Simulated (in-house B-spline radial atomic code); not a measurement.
A radial electron density 4πr²n(r) was computed for an atom or ion in its tabulated ground configuration with a B-spline radial code for spherical atoms; method: Dirac-Hartree-Fock, average of configuration. Columns: r (bohr), 4πr²n(r) (electrons per bohr), bar.

```
  0.0118   0.1115 #
  0.0138   0.1495 #
  0.0161   0.1988 ##
  0.0188   0.2639 ##
  0.0219   0.3471 ###
  0.0256   0.4571 ####
  0.0298   0.5939 #####
  0.0348   0.7705 #######
  0.0407   0.9939 #########
  0.0475    1.265 ###########
  0.0554    1.592 ##############
  0.0647     1.98 #################
  0.0755    2.424 #####################
  0.0881    2.916 #########################
   0.103    3.445 ##############################
    0.12    3.961 ##################################
    0.14    4.438 #######################################
   0.163    4.816 ##########################################
   0.191     5.05 ############################################
   0.223    5.066 ############################################
    0.26    4.841 ##########################################
   0.303    4.374 ######################################
   0.354    3.695 ################################
   0.413    2.901 #########################
   0.482      2.1 ##################
   0.563    1.406 ############
   0.657   0.9134 ########
   0.767   0.6464 ######
   0.895   0.5728 #####
    1.05   0.6151 #####
    1.22   0.6743 ######
    1.42   0.6831 ######
    1.66   0.6078 #####
    1.94    0.463 ####
    2.26   0.2992 ###
    2.64   0.1578 #
    3.08  0.06699 #
     3.6  0.02173 
     4.2  0.00532 
     4.9 0.0009273 
    5.72 0.000108
```

Which atom or ion is it?
A. B+
B. Li2+
C. N4+
D. B2+

D. The area under the curve, ∫4πr²n dr = ∫r·4πr²n d(ln r) on this logarithmic grid, is 3 electrons; among the options with that count, the innermost peak, which lies near 1/Z bohr, picks Z = 5. The configuration is [He] 2s1.
